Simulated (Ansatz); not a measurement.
Reaction (formal hydrolysis of the Si–F bond): `C[Si](N)(F)Cl` + H₂O → `C[Si](N)(O)Cl` + H–F

Gas-phase electronic energies from Ansatz, PBE0-D4/def2-TZVP geometries. CCSD(T)/CBS adds triple-zeta CCSD(T) − MP2 to the extrapolated MP2 energy (def2 sets, frozen cores). This one scheme is used for every species. DFT in def2-TZVPP. One conformer a species, not always the lowest.

```json
{"level": "BLYP-D4", "ΔE (kcal/mol)": "10.1", "difference from CCSD(T)/CBS": "0.3"}
{"level": "r2SCAN-D4", "ΔE (kcal/mol)": "10.2", "difference from CCSD(T)/CBS": "0.4"}
{"level": "B97M-V", "ΔE (kcal/mol)": "11.0", "difference from CCSD(T)/CBS": "1.2"}
{"level": "r2SCAN0-D4", "ΔE (kcal/mol)": "9.9", "difference from CCSD(T)/CBS": "0.1"}
{"level": "BHLYP-D4", "ΔE (kcal/mol)": "10.3", "difference from CCSD(T)/CBS": "0.5"}
{"level": "ωB97X-V", "ΔE (kcal/mol)": "10.3", "difference from CCSD(T)/CBS": "0.5"}
{"level": "PBE-QIDH", "ΔE (kcal/mol)": "9.5", "difference from CCSD(T)/CBS": "-0.3"}
{"level": "LC-ωPBE", "ΔE (kcal/mol)": "10.5", "difference from CCSD(T)/CBS": "0.7"}
{"level": "HF/def2-SVP", "ΔE (kcal/mol)": "10.9", "difference from CCSD(T)/CBS": "1.1"}
{"level": "CCSD/def2-SVP", "ΔE (kcal/mol)": "10.4", "difference from CCSD(T)/CBS": "0.6"}
{"level": "CCSD(T)/def2-SVP", "ΔE (kcal/mol)": "10.3", "difference from CCSD(T)/CBS": "0.5"}
{"level": "MP2/def2-TZVPP", "ΔE (kcal/mol)": "9.1", "difference from CCSD(T)/CBS": "-0.7"}
{"level": "CCSD(T)/def2-TZVPP", "ΔE (kcal/mol)": "9.6", "difference from CCSD(T)/CBS": "-0.2"}
{"level": "HF/CBS(def2)", "ΔE (kcal/mol)": "11.8", "difference from CCSD(T)/CBS": "2.0"}
{"level": "MP2/CBS(def2)", "ΔE (kcal/mol)": "9.3", "difference from CCSD(T)/CBS": "-0.5"}
{"level": "CCSD/CBS(def2)", "ΔE (kcal/mol)": "10.2", "difference from CCSD(T)/CBS": "0.4"}
{"level": "CCSD(T)/CBS", "ΔE (kcal/mol)": "9.8", "difference from CCSD(T)/CBS": "0"}
```

Largest T1 diagnostic among the species: 0.010.

The D4 term adds −0.9 kcal/mol with B3LYP and −0.5 kcal/mol with PBE0; it sums over pairs of atoms, weighted by their polarisabilities, and B3LYP, whose exchange is more repulsive, gets the larger term. Leaving LDA and LC-ωPBE aside and taking each functional with its dispersion term where it has one, the values, not all of them listed here, spread over 2.0 kcal/mol, from revPBE-D4 to B97M-V. LDA lies −1.1 kcal/mol from PBE without D4. In def2-TZVPP, CCSD(T) changes the Hartree–Fock value by −1.8 kcal/mol (the triples alone add −0.3 kcal/mol) and MP2 by −2.3 kcal/mol.

B3LYP here is the variant with VWN-RPA as its local correlation; programs differ in this.
